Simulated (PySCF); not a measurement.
## How methods differ on the ionisation energy of Bi

Bi [Xe] 4f14 5d10 6s2 6p3 (4S) → Bi+ [Xe] 4f14 5d10 6s2 6p2 (3P), as a difference of total energies. Calculation: PySCF 2.14, in aug-cc-pVDZ-PP with ECP60MDF (5s4p3d, 32 functions); a scalar-relativistic core potential. Correlated levels: valence: 5s2 5p6 5d10 frozen. The calculations carry no spin-orbit coupling.

```
           method  ionisation energy (eV)
              UHF                   8.232
    MP2 (valence)                   8.498
SCS-MP2 (valence)                   8.402
   CCSD (valence)                   8.495
CCSD(T) (valence)                   8.502
  CCSDT (valence)                   8.503
```

**Question.** How much does correlation contribute at CCSD(T) (valence)?

**Answer.** 8.502 − (8.232) = 0.270 eV, measured against UHF.

Spin-orbit coupling is strong in these open shells (close to jj coupling). The scalar numbers leave it out and a first-order estimate fails, so it can dominate the gap to the real levels.

Errors of the correlated levels include the incompleteness of this basis and the frozen core.

For comparison: 7.286 eV (measured; NIST Atomic Spectra Database, ionization energies).
